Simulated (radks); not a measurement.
Results of a calculation; reference values are marked as such.
Coulomb parameter of the 4f shell of the neodymium ion Nd2+ in the model configuration [Xe] 4f3 6p1, as a second difference U = [E(n + 0.5) + E(n - 0.5) - 2 E(n)] / (0.5)^2 with all orbitals relaxed. "Bare": the charge of the atom changes with n. "Screened": the 6p shell takes up the change at fixed total charge, which measures U(4f,4f) + U(6p,6p) - 2 U(4f,6p). Code: a radial shooting solver on a logarithmic mesh with Libxc functionals. Model: scalar-relativistic Kohn-Sham, r2SCAN, spin-unpolarised, spherical densities, finite nucleus; meta-GGA in the generalised Kohn-Sham scheme; Fermi nuclear charge, rms radius 4.9123 fm.

case,configuration,E - E(n) (eV)
start,[Xe] 4f3 6p1,0.000
bare +0.5,[Xe] 4f3.5 6p1,-9.687
bare -0.5,[Xe] 4f2.5 6p1,13.840
screened +0.5,[Xe] 4f3.5 6p0.5,-4.944
screened -0.5,[Xe] 4f2.5 6p1.5,6.939

U(bare) = 16.611 eV, U(screened by 6p) = 7.977 eV, against the Slater integral F0(4f,4f) = 25.899 eV with frozen orbitals.
